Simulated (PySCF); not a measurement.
**Os⁵⁷⁺: ionisation energy**

Os⁵⁷⁺ [Ar] 3d1 [3d3/2^1, M_J = 3/2] → Os⁵⁸⁺ [Ar], as a difference of total energies. All numbers are calculated (PySCF 2.14, the two-component X2C-1e Hamiltonian, in an uncontracted even-tempered set (15 s from 17 bohr⁻², ratio 2.8; 12 p from 22 bohr⁻², ratio 2.8; 8 d from 22 bohr⁻², ratio 2.8; 3 f from 67 bohr⁻², ratio 3)). Correlated levels: [Ne] frozen; the 72 highest virtual spinors dropped. "Screened" scales the spin-orbit matrix elements by Boettger's factors to mimic the two-electron term; Breit and QED terms are absent.

```tsv
method	ionisation energy (eV)
GHF (spin-free)	5668.3
GMP2 (spin-free)	5667.8
GHF (screened spin-orbit)	5720.7
GMP2 (screened spin-orbit)	5720.2
```

Breit and QED terms and the two-electron picture change are absent.

The spin-free rows lack the spin-orbit shift.

For comparison: 5717 ± 6 eV (theoretical estimate listed by NIST; NIST Atomic Spectra Database, ionization energies).
